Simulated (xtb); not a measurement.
F4Ti (SMILES [F][Ti]([F])([F])[F]), singlet, from a rough starting geometry (GFN-xTB shapes and energies of metal compounds can be far from the true ones).

The xtb input:
```
$ xtb mol.xyz --gfn 2 --opt vtight --json

# file mol.xyz
5

Ti    -0.08814913     0.03301718     0.01913899
F      1.08718959     0.74041026    -0.98218330
F      0.86717303    -1.08080329     1.03637218
F     -1.16931154    -0.91822235    -0.95305096
F     -0.86218166     1.13416625     0.94538653
```

Q: What does this run give for the total energy at the end of the optimisation, HOMO-LUMO gap, dipole moment?

A: 
total energy at the end of the optimisation: -20.9186 Eh
HOMO-LUMO gap: 5.80 eV
dipole moment: 0.00 D
